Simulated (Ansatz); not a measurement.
Geometry optimisation, Ansatz, RKS revPBE/6-31G.

Input file:

```yaml
crystal:
  periodic: [false, false, false]
  atoms:
    - { symbol: C, position_ang: [-0.9034, -0.7364, 1.5495] }
    - { symbol: B, position_ang: [0.0426, 0.5294, 1.3689] }
    - { symbol: B, position_ang: [1.0385, 0.6216, 0.0503] }
    - { symbol: O, position_ang: [1.1619, -0.4377, -0.9534] }
    - { symbol: C, position_ang: [2.14563, -1.37719, -0.42823] }
    - { symbol: H, position_ang: [-0.3769, -1.6239, 1.5759] }
    - { symbol: H, position_ang: [-1.6286, -0.7192, 0.6843] }
    - { symbol: H, position_ang: [-1.4896, -0.5568, 2.4718] }
    - { symbol: H, position_ang: [0.0798, 1.4002, 2.2307] }
    - { symbol: H, position_ang: [1.8407, 1.5165, 0.0105] }
    - { symbol: H, position_ang: [3.14212, -0.87254, -0.20617] }
    - { symbol: H, position_ang: [2.29295, -2.13812, -1.17344] }
    - { symbol: H, position_ang: [1.78278, -1.86381, 0.52173] }
basis:
  gaussian: { orbitals: "6-31G" }
hamiltonian:
  xc: revpbe
relax:
  f_tol: 0.015
  max_steps: 40
```

Launched with:

```bash
$ ansatz run input.yaml --threads 1 --pin off --max-ram 2048MiB --backend cpu --events-out ev --progress --plain --runs-dir out
```

Q: Where does it end, and by what steps?

A: The forces met the threshold. Limits of this set-up: no polarisation functions. After 36 steps the energy has fallen by 1.617 eV; H13 moved furthest, 2.18 Å.

| step | energy less start (eV) | largest force component (eV/Å) | accepted |
| --- | --- | --- | --- |
| 0 | 0.0000 | 3.737 | yes |
| 2 | -0.5794 | 1.070 | yes |
| 4 | -0.9472 | 1.335 | yes |
| 6 | -1.2621 | 0.842 | yes |
| 8 | -1.4233 | 0.256 | yes |
| 10 | -1.4623 | 0.267 | yes |
| 12 | -1.5188 | 0.227 | yes |
| 14 | -1.5773 | 0.105 | yes |
| 16 | -1.5920 | 0.207 | yes |
| 18 | -1.6016 | 0.080 | yes |
| 20 | -1.6059 | 0.096 | yes |
| 22 | -1.6081 | 0.049 | yes |
| 24 | -1.6087 | 0.374 | no |
| 26 | -1.6144 | 0.125 | yes |
| 28 | -1.6160 | 0.035 | yes |
| 30 | -1.6167 | 0.036 | yes |
| 32 | -1.6171 | 0.018 | yes |
| 34 | -1.6171 | 0.021 | yes |
| 36 | -1.6172 | 0.010 | yes |

```xyz
13
Properties=species:S:1:pos:R:3
C -1.591 -0.228 1.577
B -0.065 0.181 1.685
B 1.094 0.009 0.469
O 1.825 -1.168 0.325
C 2.858 -1.348 -0.713
H -1.709 -1.133 2.217
H -1.952 -0.493 0.569
H -2.266 0.528 2.021
H 0.275 0.686 2.742
H 1.324 0.926 -0.309
H 2.955 -0.443 -1.338
H 2.568 -2.210 -1.334
H 3.812 -1.565 -0.207
```

Run time: 98 s on 1 thread of Arm Neoverse V2, with other jobs on the host, peak memory 0.15 GiB.
